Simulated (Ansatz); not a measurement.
Calculated with Ansatz (gas phase, PBE0-D4/def2-TZVP geometries, no zero-point term in ΔE). CCSD(T)/CBS adds triple-zeta CCSD(T) − MP2 to the extrapolated MP2 energy (def2 sets, frozen cores). This one scheme is used for every species, atoms too. Functionals use def2-TZVPP. B3LYP here is the variant with VWN-RPA as its local correlation; programs differ in this. HSE06 is defined as in plane-wave codes. No spin–orbit coupling; open shells (•) take unrestricted orbitals. Spin–orbit coupling would lower the free atoms: a little for F; strongly for In. Elements past krypton have def2 core potentials. For In outer-core shells are correlated without core-valence functions, so the limit isn't a true one: a few kJ/mol of doubt a bond, and 10 to 20 or more in all where bonds break to atoms.

Reaction (atomization): `[F][InH2]` → F• + 2 H• + In•

```tsv
level	ΔE (eV)	difference from CCSD(T)/CBS
LDA (SPW92)	11.00	1.32
PBE-D4	9.50	-0.18
revPBE-D4	9.22	-0.46
BLYP-D4	9.41	-0.27
r2SCAN-D4	9.56	-0.12
B97M-V	9.72	0.04
PBE0-D4	9.26	-0.42
r2SCANh-D4	9.44	-0.24
HSE06-D4	9.26	-0.42
BHLYP-D4	9.07	-0.61
CAM-B3LYP-D4	9.61	-0.07
ωB97X-V	9.70	0.02
ωB97M-V	9.59	-0.09
B2PLYP	9.34	-0.34
PBE	9.46	-0.22
revPBE	9.11	-0.57
BLYP	9.32	-0.36
PBE0	9.23	-0.45
B3LYP	9.32	-0.36
r2SCANh	9.43	-0.25
r2SCAN0	9.28	-0.40
HSE06	9.23	-0.45
CAM-B3LYP	9.58	-0.10
LC-ωPBE	9.68	0.00
HF/def2-SVP	6.43	-3.25
MP2/def2-SVP	8.98	-0.70
CCSD/def2-SVP	8.75	-0.93
CCSD(T)/def2-SVP	8.82	-0.86
HF/def2-TZVPP	6.62	-3.06
MP2/def2-TZVPP	9.37	-0.31
SCS-MP2/def2-TZVPP	9.34	-0.34
CCSD(T)/def2-TZVPP	9.38	-0.30
HF/def2-QZVPP	6.67	-3.01
MP2/def2-QZVPP	9.56	-0.12
SCS-MP2/def2-QZVPP	9.55	-0.13
CCSD/def2-QZVPP	9.45	-0.23
CCSD(T)/def2-QZVPP	9.62	-0.06
HF/CBS(def2)	6.68	-3.00
MP2/CBS(def2)	9.67	-0.01
CCSD/CBS(def2)	9.53	-0.15
CCSD(T)/CBS	9.68	0
```

Largest T1 diagnostic among the species: 0.016.

At CCSD(T), def2-SVP lies −0.86 eV from the extrapolated value and def2-TZVPP −0.30 eV: correlation converges slowly with the basis, and small sets miss more of it in the bonded molecule than in its fragments. From PBE to PBE0 (25 % exact exchange), in def2-TZVPP and without D4, ΔE moves by −0.23 eV: exact exchange takes away binding that semilocal exchange gives to molecules. In def2-TZVPP, CCSD(T) changes the Hartree–Fock value by +2.75 eV (the triples alone add +0.14 eV) and MP2 by +2.74 eV; breaking electron pairs costs correlation energy, which Hartree–Fock lacks.

For atomizations the MP2-based limit and the directly extrapolated one differ by several kJ/mol either way, and by 10 to 25 for some Ge, Se and Sn compounds, so smaller differences from it don't rank the levels.
